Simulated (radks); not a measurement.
Values are calculated unless marked as measured or tabulated.
Question: All-electron atom: Tc3+ in [Kr] 4d4. Code: a radial shooting solver on a logarithmic mesh with Libxc functionals. Model: Dirac Kohn-Sham, BLYP, spin-unpolarised, spherical densities, finite nucleus; open shells fill j = l - 1/2 first; Fermi nuclear charge, rms radius 4.4112 fm. Some entries of the table are withheld. Estimate them.

orbital,occ.,eigenvalue (hartree),<r^2> (bohr^2)
1s1/2,2,-767.7732,0.001586
2s1/2,2,-110.4861,(1)
2p1/2,2,-101.9838,0.01983
2p3/2,4,-97.63548,0.02118
3s1/2,2,-20.16431,0.1977
3p1/2,2,-16.89717,0.1949
3p3/2,4,-16.16991,0.2050
3d3/2,4,-10.38652,(2)
3d5/2,6,-10.24668,(3)
4s1/2,2,-3.79786,1.250
4p1/2,2,-2.83469,1.481
4p3/2,4,-2.72314,1.555
4d3/2,4,-1.29168,(4)
4d5/2,0,-1.27898,(5)

Answer: 
(1) 2s1/2 <r^2> (bohr^2): 0.02632
(2) 3d3/2 <r^2> (bohr^2): 0.1892
(3) 3d5/2 <r^2> (bohr^2): 0.1924
(4) 4d3/2 <r^2> (bohr^2): 2.723
(5) 4d5/2 <r^2> (bohr^2): 2.768
